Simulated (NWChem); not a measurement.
System: C2H6ClFSi; SMILES F[SiH2]CCCl

Input file for NWChem:

```
start job
memory heap 200 mb stack 900 mb global 1100 mb
geometry units angstroms noautoz
  F     -0.005690     2.791798    -0.051076
  Si     0.456563     1.220321     0.115354
  C     -1.051118     0.154360    -0.319600
  C     -1.018825    -1.222312     0.324971
  Cl     0.558938    -2.059356    -0.015984
  H      1.614935     1.002702    -0.807733
  H      0.840256     1.005796     1.551607
  H     -1.958948     0.699178     0.022416
  H     -1.125985     0.067851    -1.424050
  H     -1.814715    -1.895245    -0.048534
  H     -1.098683    -1.161485     1.428022
end
basis spherical
  * library 6-31g*
end
dft
  xc pw6b95
  iterations 150
  mulliken
end
task dft energy
```

Excerpt of the output:

```
             Northwest Computational Chemistry Package (NWChem) 7.3.0
             --------------------------------------------------------

 C1  symmetry detected

                             Geometry "geometry" -> ""
                             -------------------------

 Output coordinates in angstroms (scale by  1.889725989 to convert to a.u.)

  No.       Tag          Charge          X              Y              Z
 ---- ---------------- ---------- -------------- -------------- --------------
    1 F                    9.0000     0.05172867     2.78316883    -0.04954458
    2 Si                  14.0000     0.48554526     1.20085906     0.08835286
    3 C                    6.0000    -1.05424262     0.17069099    -0.31952807
    4 C                    6.0000    -1.03411736    -1.21346608     0.30931578
    5 Cl                  17.0000     0.51698833    -2.07854986    -0.08046649
    6 H                    1.0000     1.61560083     0.97006068    -0.86609978
    7 H                    1.0000     0.90074406     0.96255106     1.51203935
    8 H                    1.0000    -1.94176386     0.72999705     0.05120050
    9 H                    1.0000    -1.15863472     0.09806234    -1.42258113
   10 H                    1.0000    -1.85284699    -1.86586757    -0.05101712
   11 H                    1.0000    -1.08493279    -1.16335163     1.41462346

 Effective nuclear repulsion energy (a.u.)     284.5792071174

                                 NWChem DFT Module
                                 -----------------

 Summary of "ao basis" -> "ao basis" (spherical)
 ------------------------------------------------------------------------------
       Tag                 Description            Shells   Functions and Types
 ---------------- ------------------------------  ------  ---------------------
 F                           6-31g*                  6       14   3s2p1d
 Si                          6-31g*                  8       18   4s3p1d
 C                           6-31g*                  6       14   3s2p1d
 Cl                          6-31g*                  8       18   4s3p1d
 H                           6-31g*                  2        2   2s

            General Information
            -------------------
          SCF calculation type: DFT
          Wavefunction type:  closed shell.
          No. of atoms     :    11
          No. of electrons :    58
           Alpha electrons :    29
            Beta electrons :    29
          Charge           :     0
          Spin multiplicity:     1
          Use of symmetry is: off; symmetry adaption is: off
          Maximum number of iterations: 150
          AO basis - number of functions:    90
                     number of shells:    46
          Convergence on energy requested:  1.00D-06
          Convergence on density requested:  1.00D-05
          Convergence on gradient requested:  5.00D-04

              XC Information
              --------------
                       PW6B95 Method XC Functional
                     Hartree-Fock (Exact) Exchange  0.280
                    PW6B95 GGA Exchange Functional  0.720
                      PW6B95 Correlation Potential  1.000

             Grid Information
             ----------------
          Grid used for XC integration:  medium
          Radial quadrature: Mura-Knowles
          Angular quadrature: Lebedev.
          Tag              B.-S. Rad. Rad. Pts. Rad. Cut. Ang. Pts.
          ---              ---------- --------- --------- ---------
          F                   0.50       49          12.0       434
          Si                  1.10       88          10.0       590
          C                   0.70       49          10.0       434
          Cl                  1.00       88          11.0       590
          H                   0.35       45          11.0       434
          Grid pruning is: on
          Number of quadrature shells:   593
          Spatial weights used:  Erf1

      Superposition of Atomic Density Guess
      -------------------------------------

 Sum of atomic energies:        -925.95012579

      Non-variational initial energy
      ------------------------------

 Total energy =    -927.783676
 1-e energy   =   -1845.573472
 2-e energy   =     633.210588
 HOMO         =      -0.332015
 LUMO         =       0.051604

     ---------------------------------------------
      Total Density - Mulliken Population Analysis
     ---------------------------------------------

    Atom       Charge   Shell Charges
 -----------   ------   -------------------------------------------------------
    1 F    9     9.64   2.00  0.95  3.48  1.00  2.20  0.01
    2 Si  14    12.98   2.00  2.00  5.97  0.91  1.34  0.27  0.32  0.16
    3 C    6     6.72   2.00  0.72  2.02  0.68  1.29  0.03
    4 C    6     6.18   2.00  0.68  1.70  0.68  1.07  0.04
    5 Cl  17    17.25   2.00  2.00  5.98  1.38  3.65  0.55  1.67  0.02
    6 H    1     1.08   0.47  0.61
    7 H    1     1.09   0.47  0.61
    8 H    1     0.75   0.45  0.30
    9 H    1     0.76   0.46  0.30
   10 H    1     0.78   0.47  0.31
   11 H    1     0.78   0.47  0.31

   convergence    iter        energy       DeltaE   RMS-Dens  Diis-err
 ---------------- ----- ----------------- --------- --------- ---------
 d= 0,ls=0.0,diis     1   -930.1099550721 -1.21D+03  1.40D-02  6.22D-01
 d= 0,ls=0.0,diis     2   -930.0854582672  2.45D-02  7.31D-03  1.08D+00
 d= 0,ls=0.0,diis     3   -930.1920168664 -1.07D-01  9.50D-04  1.39D-02
 d= 0,ls=0.0,diis     4   -930.1929989778 -9.82D-04  3.79D-04  2.23D-03
 d= 0,ls=0.0,diis     5   -930.1932378366 -2.39D-04  9.87D-05  1.65D-04
  Resetting Diis
 d= 0,ls=0.0,diis     6   -930.1932561227 -1.83D-05  2.47D-05  5.10D-06
 d= 0,ls=0.0,diis     7   -930.1932567709 -6.48D-07  1.56D-05  7.85D-07
 d= 0,ls=0.0,diis     8   -930.1932567110  5.99D-08  8.83D-06  1.22D-06

[...]
```

Level: PW6B95/6-31G* (spherical d). Geometry: optimised at PBE-D3(BJ)/def2-SVP.
